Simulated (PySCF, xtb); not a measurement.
3-silyloxypropanenitrile (C3H7NOSi), SMILES [SiH3]OCCC#N. The values are those of a single conformer.

Harmonic wavenumbers (cm⁻¹) from GFN2-xTB (xtb 6.7.1) at its own minimum, in rising order: 37, 69, 99, 171, 216, 318, 387, 509, 599, 634, 742, 794, 795, 825, 838, 993, 1020, 1056, 1151, 1152, 1255, 1262, 1354, 1425, 1488, 2223, 2254, 2360, 2417, 2888, 2915, 2963, 2974.

What does B3LYP-D3(BJ)/def2-SVP run with PySCF give at its own minimum? (Estimate from the structure and the level; the computed values follow.)

43, 85, 100, 145, 217, 330, 390, 521, 715, 736, 796, 814, 941, 960, 972, 989, 1063, 1078, 1169, 1222, 1295, 1309, 1427, 1446, 1502, 2212, 2215, 2271, 2386, 2994, 3039, 3058, 3111. Paired by order, the mean absolute difference is 54 cm⁻¹ and the zero-point energies are 57.4 and 59.4 kcal/mol.
